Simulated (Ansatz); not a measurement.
Start from `C[Si](S)(Cl)Cl` and change one atom or group to get `C[Si](Cl)(Cl)Cl`.

Ansatz, PBE0-D4/def2-TZVP geometries, multiplicity 1. Each molecule was computed in one conformer, which needn't be the lowest.

| property | `C[Si](S)(Cl)Cl` |
| --- | --- |
| HOMO–LUMO gap (B3LYP/def2-TZVPP) / eV | 7.44 |
| LUMO energy (PBE0/def2-TZVPP) / eV | 0.08 |
| HOMO–LUMO gap (PBE0/def2-TZVPP) / eV | 7.96 |
| size of the dipole moment (B3LYP/def2-TZVPP) / D | 2.24 |
| LUMO energy (B3LYP/def2-TZVPP) / eV | -0.17 |
| HOMO energy (ωB97M-V/def2-TZVPP) / eV | -10.08 |

(1) Give the same properties after the change, and the shifts. (Best estimate.)

Results:

(1) Ansatz gave: 
| property | `C[Si](Cl)(Cl)Cl` | shift |
| --- | --- | --- |
| HOMO–LUMO gap (B3LYP/def2-TZVPP) / eV | 8.87 | 1.43 |
| LUMO energy (PBE0/def2-TZVPP) / eV | 0.27 | 0.19 |
| HOMO–LUMO gap (PBE0/def2-TZVPP) / eV | 9.43 | 1.47 |
| size of the dipole moment (B3LYP/def2-TZVPP) / D | 1.92 | -0.32 |
| LUMO energy (B3LYP/def2-TZVPP) / eV | 0.00 | 0.17 |
| HOMO energy (ωB97M-V/def2-TZVPP) / eV | -11.40 | -1.32 |

With PBE0 the HOMO falls by 1.28 eV and the LUMO rises by 0.19 eV, so the gap widens by about 1.47 eV. PBE moves the HOMO by -1.12 eV and ωB97M-V by -1.32 eV. The zero-point energy changes by -21.0 kJ/mol with -3 modes. Dipoles are sizes alone; their direction can turn.

B3LYP here is the variant with VWN-RPA as its local correlation; programs differ in this.
